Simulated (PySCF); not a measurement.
Rigid-rotor lines calculated for a species of formula C9H9N (commonest isotopes; PBE0-D3(BJ)/def2-SVP geometry optimisation, gas phase (PySCF 2.14.0)), labelled J(Ka,Kc):

```csv
transition,MHz
"2(0,2) ← 1(0,1)",4533.3
"1(0,1) ← 0(0,0)",2410.9
"1(1,1) ← 0(0,0)",3038.1
"2(1,1) ← 1(1,0)",5445.5
"2(1,2) ← 1(1,1)",4198.1
```

**Question.** Find the rotational constants.

**Answer.** 1(0,1) ← 0(0,0) is B + C, 2(1,1) ← 1(1,0) is 3B + C and 2(1,2) ← 1(1,1) is B + 3C, so B − C is half the difference of the last two, 623.7 MHz. 1(1,1) ← 0(0,0) is A + C. A = 2144.5, B = 1517.3, C = 893.6 MHz.

**Question.** What moments of inertia, asymmetry and inertial defect follow?

**Answer.** I = 505379 MHz·u·Å² over each constant: Ia = 235.66, Ib = 333.08, Ic = 565.56 u·Å²; κ = (2B − A − C)/(A − C) = -0.003 (asymmetric top); Δ = Ic − Ia − Ib = -3.18 u·Å².

**Question.** Which dipole components do these lines need?

**Answer.** μa and μb (a-type: ΔKa even, ΔKc odd; b-type: both odd). The calculation gives |μa| = 0.70 D, |μb| = 2.38 D, |μc| = 0.00 D.

**Question.** Where do these fall, and of which type are they? 3(3,1) ← 3(2,2); 3(3,0) ← 3(2,1); 3(1,2) ← 3(1,3); 3(3,0) ← 2(2,1); 1(1,0) ← 1(0,1); 3(3,1) ← 2(2,0); 2(0,2) ← 1(1,1).

**Answer.** 
```csv
transition,MHz,type,branch
"1(1,0) ← 1(0,1)",1251,b,Q
"3(1,2) ← 3(1,3)",3648,a,Q
"3(3,0) ← 3(2,1)",3761,b,Q
"2(0,2) ← 1(1,1)",3906,b,R
"3(3,1) ← 3(2,2)",4848,b,Q
"3(3,1) ← 2(2,0)",11793,b,R
"3(3,0) ← 2(2,1)",12176,b,R
```

**Question.** Which structure gave them?

**Answer.** 7-methylindole, `Cc1cccc2cc[nH]c12`, point group Cs. Three constants can't fix a structure by themselves; this is the one that was computed:
```xyz
19
C9H9N angstrom
C      2.297   -1.095    0.244
C      1.240   -0.039    0.128
C      1.516    1.323    0.198
C      0.507    2.299    0.086
C     -0.819    1.945   -0.101
C     -1.147    0.580   -0.178
C     -2.368   -0.150   -0.359
C     -2.042   -1.482   -0.348
N     -0.687   -1.622   -0.169
C     -0.109   -0.381   -0.062
H      3.290   -0.650    0.391
H      2.105   -1.769    1.096
H      2.345   -1.722   -0.663
H      2.552    1.640    0.345
H      0.782    3.355    0.148
H     -1.597    2.708   -0.187
H     -3.367    0.262   -0.483
H     -2.680   -2.357   -0.454
H     -0.194   -2.501   -0.124
```

Stationary, but not proved a minimum. Constants of a rigid frame at the computed geometry: no zero-point averaging, no centrifugal distortion. A rigid rotor knows nothing of internal rotation, which can split or shift real lines. Quadrupole hyperfine structure (14N) is left out.
